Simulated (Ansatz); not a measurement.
The first iterations of a band of C$_{3}$H$_{7}$Al (11 atoms, charge 0, multiplicity 1).

Method: RKS PBE0-D4/6-31G* (Ansatz 0.2.0).

```yaml
movable_images: 1
climbing_image: no
spring: 5.0 eV/Å²
optimiser: quadratic models (default)
start_path: IDPP
force_threshold: 0.05 eV/Å
iteration_limit: 60
end_points: relaxed
```

First end point:

```xyz
11
Properties=species:S:1:pos:R:3
C -0.768 1.714 0.407
C 0.021 0.970 1.197
Al 0.701 -0.750 0.577
C 0.193 -1.368 -1.217
H -1.054 1.389 -0.595
H -1.173 2.683 0.707
H 0.252 1.382 2.182
H 1.650 -1.617 1.530
H 0.511 -0.658 -1.991
H 0.629 -2.342 -1.464
H -0.897 -1.461 -1.314
```

Last end point:

```xyz
11
Properties=species:S:1:pos:R:3
C 0.200 1.915 0.037
C 0.424 1.054 1.043
Al 0.161 -0.860 0.783
C -0.433 -1.497 -0.977
H -0.131 1.578 -0.947
H 0.332 2.994 0.132
H 0.753 1.489 1.990
H 0.429 -1.870 1.995
H -1.400 -1.059 -1.258
H 0.274 -1.214 -1.768
H -0.544 -2.586 -1.010
```

| iteration | highest image above the first end (eV) | largest band force component (eV/Å) |
| --- | --- | --- |
| 1 | 0.045 | 0.386 |
| 2 | 0.000 | 0.147 |

Question: Does the band converge within its limit, and where does its top end?

Answer: The forces met the threshold. It ended after 6 iterations with the highest image 0.000 eV above the first end. The highest image is an end point: on this band no image between the ends rises above it. Inner images lie up to 0.007 eV below the lower end, so the ends aren't the lowest states on this path. So few images can step over the top or miss a turn of the path.

Time of the run: 30 s on 1 thread of Arm Neoverse V1, with other jobs on the host, peak memory 0.15 GiB.
